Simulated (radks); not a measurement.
Results of a calculation; reference values are marked as such.
Task: These are the eigenvalues of the occupied orbitals of an atom or ion with whole-number occupations (eV). Level of theory: Dirac Kohn-Sham, PBEsol, spin-unpolarised, spherical densities, finite nucleus; Fermi nuclear charge, rms radius of each element as measured or else 0.836 A^(1/3) + 0.57 fm (a radial shooting solver on a logarithmic mesh with Libxc functionals).

orbital  eigenvalue
1s1/2     -61181.48
2s1/2     -10407.04
2p1/2     -9931.196
2p3/2     -8884.939
3s1/2     -2390.279
3p1/2     -2179.874
3p3/2     -1957.881
3d3/2     -1598.892
3d5/2     -1550.386
4s1/2     -515.4051
4p1/2     -430.1645
4p3/2     -379.5274
4d3/2     -239.0396
4d5/2     -229.7628
5s1/2     -103.4132
5p1/2      -78.8180
5p3/2      -71.5213
4f5/2      -57.9565
4f7/2      -56.4788

Which element is it, and in what charge state? The configuration may be excited. Open shells, if any, are shared by 2j + 1.

Result: Z = 70, ytterbium, charge +4: Yb4+ in [Xe] 4f12. The list shows which subshells hold electrons but not how many an open one holds; the 1s level, -2248.4 hartree, gives Z - s = 67.1 by -(Z - s)^2/2, which with screening and relativity narrows Z to a few neighbours, and the depths of the outer levels then fix element, charge and occupations together.
